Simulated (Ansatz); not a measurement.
Reaction (ligand exchange at the In–S bond): `[F][In]([F])[SH]` + HBr → `[F][In]([F])[Br]` + H₂S

Gas-phase electronic energies from Ansatz, PBE0-D4/def2-TZVP geometries. CCSD(T)/CBS is the MP2 limit (def2-TZVPP, def2-QZVPP) plus CCSD(T) − MP2 in def2-TZVPP, frozen cores. This one scheme is used for every species. DFT in def2-TZVPP. B3LYP here is the variant with VWN-RPA as its local correlation; programs differ in this. Elements past krypton have def2 core potentials. For Br, In outer-core shells are correlated without core-valence functions, which leaves a few kJ/mol of doubt a bond. Scalar relativity is left out up to krypton. One conformer a species, not always the lowest.

```tsv
level	ΔE (kJ/mol)	difference from CCSD(T)/CBS
LDA (SPW92)	-21.6	11.5
r2SCANh-D4	-32.0	1.1
r2SCAN0-D4	-33.4	-0.3
ωB97X-V	-34.2	-1.1
ωB97M-V	-32.6	0.5
PBE-QIDH	-33.1	0.0
B3LYP	-32.5	0.6
r2SCANh	-32.2	0.9
r2SCAN0	-33.6	-0.5
BHLYP	-37.7	-4.6
CCSD/def2-SVP	-36.0	-2.9
MP2/def2-TZVPP	-29.8	3.3
SCS-MP2/def2-TZVPP	-32.2	0.9
CCSD/def2-TZVPP	-32.9	0.2
HF/def2-QZVPP	-48.8	-15.7
CCSD/CBS(def2)	-35.2	-2.1
CCSD(T)/CBS	-33.1	0
```

Largest T1 diagnostic among the species: 0.016.

From PBE to PBE0 (25 % exact exchange), in def2-TZVPP and without D4, ΔE moves by −3.9 kJ/mol. Leaving LDA and LC-ωPBE aside and taking each functional with its dispersion term where it has one, the values, not all of them listed here, spread over 10.6 kJ/mol, from BHLYP-D4 to PBE-D4. LDA lies +5.6 kJ/mol from PBE without D4.
